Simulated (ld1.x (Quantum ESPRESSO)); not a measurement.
Configuration tests for Tb (TM)

| Item | Value |
| --- | --- |
| Element | Tb |
| Generator | ld1.x (Quantum ESPRESSO) 7.5 |
| Type | norm-conserving Troullier–Martins (Kleinman–Bylander form) |
| Functional | PBE |
| Relativity | scalar-relativistic |
| Frozen core | [Kr] 4d10 4f8 |
| Valence charge | 11 |
| Reference configuration | 5s2 5p6 5d1 6s1 6p1 |
| Partial waves | 5s (bound): rc 2.20 bohr; 5p (bound): rc 1.65 bohr; 5d (bound): rc 1.85 bohr |
| Local potential | the d channel |
| Core correction | none |

Occupied shells without a wave of their own: 6p, 6s. They enter only through the test configuration that unscreens the potential.

Energies are relative to the spin-unpolarised reference configuration 5s2 5p6 5d1 6s1 6p1; without spin polarisation the order of configurations can differ from experiment.

```csv
valence configuration,charge,ΔE all-electron (eV),error AE − PS (meV)
5s2 5p6 5d1 6s2 6p0,0,-2.942,-471
5s2 5p6 5d1.5 6s1.5 6p0,0,-2.012,-258
5s2 5p6 5d2 6s0 6p0,+1,5.100,+276
5s2 5p6 5d0 6s2 6p1,0,-1.241,-462
5s2 5p5 5d1 6s2 6p0,+1,30.042,-1085
```

What are ΔE and the potential's error for 5s2 5p6 5d1 6s0 6p0?

ΔE = 16.065 eV all-electron; the error (AE − PS) is +340 meV.

What are ΔE and the potential's error for 5s2 5p6 5d1 6s1 6p0?

ΔE = 3.800 eV all-electron; the error (AE − PS) is -194 meV.

Levels in the configuration 5s2 5p6 5d0 6s2 6p1:

```tsv
level	all-electron (eV)	pseudo (eV)
5s	-54.526	-54.814
5p	-30.971	-31.242
6s	-5.524	-5.144
6p	-2.192	-2.420
```

The 6p, 6s levels have no wave, so the channel is fitted at the deeper level alone: the likely source of the large errors.

The potential misses its own reference levels by up to 0.4 eV.
